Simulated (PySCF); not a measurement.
Isomers of C7H11FO.

All values: PBE0/pcSseg-1 (PySCF) at GFN2-xTB geometries, gas phase, one conformer each.

Question: Rank by the lowest Hirshfeld charge on any atom, lowest value first.
A. `[CH3:1][O:2][C@@H:3]1[CH:4]=[CH:5][CH2:6][CH2:7][C@H:8]1[F:9]` with C1–O2–C3–C4 -166°, O2–C3–C4–C5 -133°, C4–C5–C6–C7 -18°, C5–C6–C7–C8 49°, C6–C7–C8–F9 176°
B. `[CH3:1][CH2:2][C@@:3]12[CH2:4][O:5][C@@H:6]([CH2:7]1)[C@@H:8]2[F:9]` with C1–C2–C3–C4 63°
C. `[CH3:1][CH:2]([CH3:3])[O:4][C:5]1=[C:6]([CH2:7][F:8])[CH2:9]1` with C1–C2–O4–C5 166°, C2–O4–C5–C6 -2°, C5–C6–C7–F8 57°

Answer: B (-0.158 e), A (-0.144 e), C (-0.130 e).

Question: Rank by the highest IAO charge on any atom, highest value first.
A. `[CH3:1][CH:2]([CH3:3])[O:4][C:5]1=[C:6]([CH2:7][F:8])[CH2:9]1` with C1–C2–O4–C5 166°, C2–O4–C5–C6 -2°, C5–C6–C7–F8 57°
B. `[CH3:1][C@@H:2]1[C@H:3]([F:4])[C@:5]12[CH2:6][CH2:7][CH2:8][O:9]2` with C1–C2–C3–F4 -2°, C2–C3–C5–C6 112°, C3–C5–C6–C7 126°, C5–C6–C7–C8 30°
C. `[CH3:1][CH2:2][C@@:3]12[CH2:4][O:5][C@@H:6]([CH2:7]1)[C@@H:8]2[F:9]` with C1–C2–C3–C4 63°

Answer: A (+0.217 e), B (+0.176 e), C (+0.151 e).

All values together:

```json
{"SMILES": "C[C@@H]1C[C@@]12COC[C@H]2F", "μ (D)": "1.34", "HOMO (eV)": "-7.46", "LUMO (eV)": "1.34", "lowest IAO charge (e)": "-0.415 (C)", "highest IAO charge (e)": "+0.155 (C/H)", "lowest Hirshfeld charge (e)": "-0.156 (O)", "highest Hirshfeld charge (e)": "+0.062 (C)"}
{"SMILES": "CC[C@@]12CO[C@@H](C1)[C@@H]2F", "μ (D)": "2.79", "HOMO (eV)": "-7.10", "LUMO (eV)": "1.35", "lowest IAO charge (e)": "-0.419 (C)", "highest IAO charge (e)": "+0.151 (H)", "lowest Hirshfeld charge (e)": "-0.158 (O)", "highest Hirshfeld charge (e)": "+0.052 (H)"}
{"SMILES": "CC(C)OC1=C(CF)C1", "μ (D)": "1.82", "HOMO (eV)": "-6.46", "LUMO (eV)": "0.39", "lowest IAO charge (e)": "-0.439 (C)", "highest IAO charge (e)": "+0.217 (C)", "lowest Hirshfeld charge (e)": "-0.130 (F)", "highest Hirshfeld charge (e)": "+0.078 (C)"}
{"SMILES": "C[C@@H]1[C@H](F)[C@]12CCCO2", "μ (D)": "1.78", "HOMO (eV)": "-6.62", "LUMO (eV)": "1.35", "lowest IAO charge (e)": "-0.420 (C)", "highest IAO charge (e)": "+0.176 (C)", "lowest Hirshfeld charge (e)": "-0.150 (O)", "highest Hirshfeld charge (e)": "+0.059 (C)"}
{"SMILES": "CO[C@@H]1C=CCC[C@H]1F", "μ (D)": "1.24", "HOMO (eV)": "-7.16", "LUMO (eV)": "0.25", "lowest IAO charge (e)": "-0.397 (O)", "highest IAO charge (e)": "+0.163 (C)", "lowest Hirshfeld charge (e)": "-0.144 (O)", "highest Hirshfeld charge (e)": "+0.058 (C)"}
```

Conformers: `[CH3:1][C@@H:2]1[CH2:3][C@@:4]12[CH2:5][O:6][CH2:7][C@H:8]2[F:9]` with C1–C2–C3–C4 -111°, C2–C3–C4–C5 -112°, C3–C4–C5–O6 -110°, C4–C5–O6–C7 -38°; `[CH3:1][CH2:2][C@@:3]12[CH2:4][O:5][C@@H:6]([CH2:7]1)[C@@H:8]2[F:9]` with C1–C2–C3–C4 63°; `[CH3:1][CH:2]([CH3:3])[O:4][C:5]1=[C:6]([CH2:7][F:8])[CH2:9]1` with C1–C2–O4–C5 166°, C2–O4–C5–C6 -2°, C5–C6–C7–F8 57°; `[CH3:1][C@@H:2]1[C@H:3]([F:4])[C@:5]12[CH2:6][CH2:7][CH2:8][O:9]2` with C1–C2–C3–F4 -2°, C2–C3–C5–C6 112°, C3–C5–C6–C7 126°, C5–C6–C7–C8 30°; `[CH3:1][O:2][C@@H:3]1[CH:4]=[CH:5][CH2:6][CH2:7][C@H:8]1[F:9]` with C1–O2–C3–C4 -166°, O2–C3–C4–C5 -133°, C4–C5–C6–C7 -18°, C5–C6–C7–C8 49°, C6–C7–C8–F9 176°.
